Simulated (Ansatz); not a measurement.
Dissociation curve of SMILES O[SiH3]. The O2–H6 bond (O2 also carries Si; H6 carries nothing else) is pulled apart rigidly from the PBE0/def2-TZVP optimised geometry.

Computed with restricted PBE/cc-pVDZ run with Ansatz (a first-principles code).

The batch members p0 to p7 hold the bond at 0.77, 0.81, 0.86, 0.91, 0.92, 0.96, 0.98, 1.01 Å.

Ansatz input:

Ansatz 0.2 input:
```yaml
# input.yaml
basis:
  gaussian: { orbitals: cc-pvdz }
hamiltonian:
  xc: pbe
batch:
  members: [p0.yaml, p1.yaml, p2.yaml, p3.yaml, p4.yaml, p5.yaml, p6.yaml, p7.yaml]

# p4.yaml, one of the 8 members of this batch
crystal:
  periodic: [false, false, false]
  atoms:
    - { symbol: Si, position_ang: [0.0, 1.45703428, -0.77005288] }
    - { symbol: O, position_ang: [0.0, 0.0, 0.0] }
    - { symbol: H, position_ang: [-0.00048037, 1.15057831, -2.21841262] }
    - { symbol: H, position_ang: [-1.20349162, 2.26206904, -0.42294018] }
    - { symbol: H, position_ang: [1.20396672, 2.26166177, -0.42365508] }
    - { symbol: H, position_ang: [0.0, 0.0, 0.92] }
total_charge: 0
magnetization:
  spin_polarized: false
```

Lines of the output on each member:

```
Member 0: Total energy: -9982.00949659 eV, -366.8320829508 hartree
Member 1: Total energy: -9982.72386512 eV, -366.8583355099 hartree
Member 2: Total energy: -9983.28974690 eV, -366.8791312817 hartree
Member 3: Total energy: -9983.58867852 eV, -366.8901168163 hartree
Member 4: Total energy: -9983.62353284 eV, -366.8913976889 hartree
Member 5: Total energy: -9983.69671983 eV, -366.8940872610 hartree
Member 6: Total energy: -9983.69942474 eV, -366.8941866646 hartree
Member 7: Total energy: -9983.66916053 eV, -366.8930744753 hartree
```

The restricted form behind RKS-PBE keeps the bonding electrons paired and can't separate into open-shell fragments.
